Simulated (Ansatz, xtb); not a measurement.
C4H6AlBr: where a starting geometry ends

The starting geometry of this gas-phase singlet was built from a drawn formula by distance geometry and a force field; its bonds are those of `C#C[C@@H](Br)[AlH][CH3]`.

```xyz
12

C     4.0330   -1.2470   -1.0843
C     3.1862   -0.8382   -0.3170
C     2.2219   -0.3805    0.6676
C     0.4826    0.1175   -2.2760
Al    0.5881    0.2390   -0.3021
Br    2.9121    1.0999    1.6925
H     4.7708   -1.6262   -1.7661
H     1.9071   -1.2004    1.3413
H    -0.6419    0.8144    0.4895
H    -0.3408   -0.5218   -2.5877
H     0.3597    1.1821   -2.7015
H     1.4423   -0.2505   -2.6806
```

Question: Predict what it relaxes into with r2SCAN-D4/def2-SVP.

Answer: A new bond forms, giving a structure with Br6 bridging Al5 and C3, given below by its coordinates. Distances that change by over a tenth: C3–Br6 (1.93 → 2.15 Å). Contacts that close: Al5–Br6 (3.18 → 2.58 Å).

The energy falls by 0.48 eV over 18 steps:

| step | E − E(last) (eV) |
| --- | --- |
| 1 | 0.477 |
| 3 | 0.228 |
| 5 | 0.099 |
| 7 | 0.027 |
| 9 | 0.005 |
| 10 | 0.003 |
| 12 | 0.002 |
| 14 | 0.000 |
| 16 | 0.000 |
| 18 | 0.000 |

Final geometry (Å):

```yaml
atoms:
  - { symbol: C, position_ang: [4.1254, -1.6257, -0.9608] }
  - { symbol: C, position_ang: [3.2697, -1.1241, -0.2483] }
  - { symbol: C, position_ang: [2.2137, -0.5922, 0.5234] }
  - { symbol: C, position_ang: [0.4902, 0.4159, -2.2077] }
  - { symbol: Al, position_ang: [0.5423, 0.1691, -0.2764] }
  - { symbol: Br, position_ang: [2.4642, 1.5253, 0.7755] }
  - { symbol: H, position_ang: [4.8845, -2.0732, -1.5753] }
  - { symbol: H, position_ang: [2.2095, -0.9205, 1.5732] }
  - { symbol: H, position_ang: [-0.6989, 0.2282, 0.7093] }
  - { symbol: H, position_ang: [-0.0797, -0.3933, -2.6978] }
  - { symbol: H, position_ang: [-0.0010, 1.3619, -2.4920] }
  - { symbol: H, position_ang: [1.5012, 0.4170, -2.6473] }
```

From the same start GFN2-xTB reaches the same bonding as this run.

No frequencies were run, so the end isn't proven a minimum. Run with Ansatz 0.2.0, 37 s on 2 threads of Intel(R) Xeon(R) 6975P-C (Granite Rapids) (shared host).
